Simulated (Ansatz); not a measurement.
Relaxed structures of CH4SiTe, closed shell (PBE0-D4/def2-TZVP; forces vanish, vibrations not checked; lower isomers may exist, and structures with a doubtful reference or unclear bonds are left out; Å). Ansatz 0.2.0; basis: def2-TZVPP; cores frozen in the correlated methods. Filled d shells of the heavier atoms are correlated. Core potentials replace the inner electrons of the atoms past krypton. The def2 sets are not built for correlating such inner shells, so the correlated values are less sure here.

Problem. Rank them by CCSD(T) energy, lowest first, and give each one's height above the lowest. Links in brackets join atoms within 1.22 times the sum of their covalent radii (1.1 for two metals). (An estimate is asked for; the value comes from the calculation.)
A.
CH₄SiTe ([CH2][SiH][TeH])
```
7
angstrom
Si 0.2258 0.2591 0.2682
C -1.1911 0.5614 -0.6178
Te 1.1919 -1.9853 0.5674
H -1.7333 -0.2056 -1.1564
H -1.6040 1.5629 -0.6667
H 0.9688 1.3207 0.9817
H 2.6176 -1.3136 1.0799
```
B.
CH₄SiTe ([CH2]1[SiH2][Te]1)
```
7
angstrom
Si -1.1124 0.0207 -0.6514
C 0.2995 0.4218 0.4584
Te 0.5747 -1.6790 -0.2255
H -2.4512 -0.1312 -0.0402
H -1.1538 0.6701 -1.9802
H 0.1459 0.4689 1.5310
H 1.1012 1.0594 0.1019
```
C.
CH₄SiTe ([SiH2][CH][TeH])
```
7
angstrom
Si -1.0312 0.4965 -0.6258
C 0.2413 0.2792 0.4852
Te 0.9366 -1.6362 0.9415
H -1.5876 -0.6330 -1.3963
H -1.6983 1.8026 -0.8338
H 0.6580 1.0945 1.0658
H 2.4812 -1.4035 0.3634
```
D.
CH₄SiTe ([CH2]1[SiH][TeH]1)
```
7
angstrom
Si -1.1673 0.1555 -0.4558
C -0.1518 0.4175 1.1373
Te 0.8311 -1.3975 0.4256
H -0.6113 0.1496 2.0872
H -0.1629 0.8910 -1.3356
H 0.6082 1.1855 1.2668
H 2.0876 -0.5627 -0.2630
```

Solution. The calculation gives: B (0.0 kJ/mol), A (84.2 kJ/mol), D (130.8 kJ/mol), C (168.2 kJ/mol). Heights count from the lowest.

No T1 diagnostic of these runs exceeds 0.014. The restricted Hartree–Fock reference is unstable towards an unrestricted one at one or more of these structures.

For scale, one of the runs: CCSD(T)/def2-TZVPP, 179 basis functions, launched by `ansatz run in.yaml --threads 2 --pin off --events-out ev --progress --plain --max-ram 4352MiB`. The run took 23 s on 2 CPU threads of an Intel Xeon 6975P-C (shared host), with 1.9 GiB of host memory at its peak.
